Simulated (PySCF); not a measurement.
Compound: C6H7O3 (doublet state).
Z-matrix (Å and degrees, GFN2-xTB geometry), rows numbered from 1:
```
C 
O   1  1.4163
C   2  1.3353  1  117.03
O   3  1.3487  2  117.51  1    -0.06
C   3  1.3817  2  122.78  1   179.98
C   5  1.4022  3  142.67  2    -0.07
C   6  1.5101  5   93.40  3   179.93
C   5  1.4629  3  125.85  2   179.84
O   8  1.2095  5  133.14  3    -0.01
H   1  1.0874  2  105.79  3  -179.96
H   1  1.0926  2  110.81  3   -60.49
H   1  1.0926  2  110.84  3    60.57
H   4  0.9753  3  108.85  2  -179.86
H   6  1.0685  5  133.94  3     0.06
H   7  1.0912  6  116.50  5   114.88
H   7  1.0912  6  116.48  5  -114.88
```

The hyperfine couplings belong to this conformer and change with its torsions.

As a line formula: `CO[C](O)C1=CCC1=O` [radical].

Computed, not measured: PySCF, UKS B3LYP, pcH-1 on C H O, non-relativistic, mean-field spin-orbit, GIAO. The structure is a single GFN2-xTB conformer in the gas phase; no vibrational or solvent corrections. A GFN2-xTB geometry isn't a minimum of the functional, and hyperfine couplings can be far from their values at a DFT geometry. Stability of the SCF solution: not tested.

**Question.** Where do the isotropic ENDOR lines of H15/H16, H14, H13 and H10/H11/H12 fall at 335.1 mT, to first order?

**Answer.** For S = 1/2 in fast tumbling each set of equivalent nuclei gives two lines, ν± = |νn ± a/2| to first order, with νn = g_N μN B/h and μN/h = 7.62259 MHz/T.

| nuclei | isotope | g_N | νn (MHz) | a_iso (MHz) | lower line (MHz) | upper line (MHz) |
| --- | --- | --- | --- | --- | --- | --- |
| H15/H16 | 1H | 5.5857 | 14.27 | 52.01 | 11.74 | 40.27 |
| H14 | 1H | 5.5857 | 14.27 | -49.06 | 10.26 | 38.80 |
| H13 | 1H | 5.5857 | 14.27 | -6.15 | 11.19 | 17.34 |
| H10/H11/H12 | 1H | 5.5857 | 14.27 | 5.38 | 11.58 | 16.96 |

**Question.** Which pairs are centred on the nuclear Larmor frequency, and which on half the coupling?

**Answer.** Centred on νn, since |a| < 2νn: H13 and H10/H11/H12. Centred on |a|/2 and split by 2νn: H15/H16 and H14.

Class means assume fast exchange of nuclei equivalent by connectivity; if that motion is slow, each nucleus keeps its own coupling. The three 1H nuclei of mean +5.4 MHz run from -0.8 to 8.5 MHz in the frozen geometry.

The largest Mulliken spin populations are on C6 (+0.74), C3 (+0.34), C5 (-0.14) and O4 (+0.06). The positive populations add up to 1.26 and the negative ones to -0.26, together 2S = 1. The angles at C6 add up to 360.0°, so it is planar; its axial dipolar tensor and the negative coupling of its proton fit spin in a p orbital normal to that plane.

The SMILES draws the unpaired electron on C3; the largest computed Mulliken spin population is on C6 (0.74 against 0.34).
